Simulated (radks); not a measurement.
Values are calculated unless marked as measured or tabulated.
All-electron atom: Al+ in [He] 2p6 3s2 3d2 (not the ground configuration).

Code: a radial shooting solver on a logarithmic mesh with Libxc functionals. Model: non-relativistic Kohn-Sham, LDA (Slater exchange, Perdew-Wang correlation), spin-polarised, spherical densities, point nucleus; open shells are filled with parallel spins first.

Energy parts (hartree):
| part | energy |
|---|---|
| total | -231.53984 |
| kinetic | 230.96583 |
| electron-nucleus | -540.27808 |
| Hartree | 93.39132 |
| exchange-correlation | -15.61890 |

Orbitals (lengths in bohr, moments of r in powers of bohr; r(max) is where P^2 peaks):
orbital  occ.  eigenvalue (hartree)    <r^2>   r(max)
1s up       1             -57.49760  0.01963  0.07887
1s down     1             -57.49824  0.01963  0.07887
2p up       3              -4.32522   0.3837   0.4104
2p down     3              -4.31779   0.3815   0.4101
3s up       1              -0.88806    4.294    1.673
3s down     1              -0.83688    4.293    1.667
3d up       2              -0.25683    9.961    2.202
3d down     0              -0.21089    11.30    2.231

The highest occupied level is 3d up at -6.989 eV. The spin density at the nucleus is -0.03086 e/bohr^3 (1s 0.00590, 3s -0.03676), a Fermi contact field of -1.62 T. The electron density at the nucleus is 1315 e/bohr^3. The density falls to 0.001 e/bohr^3 at r = 4.42 bohr. Spin moment in Bohr magnetons: 2. Virial ratio -V/T = 2.00249. Summed over all electrons, <r^2> = 30.84 bohr^2, which gives a Langevin (diamagnetic) susceptibility term of -24.4 x 10^-6 cm^3/mol.
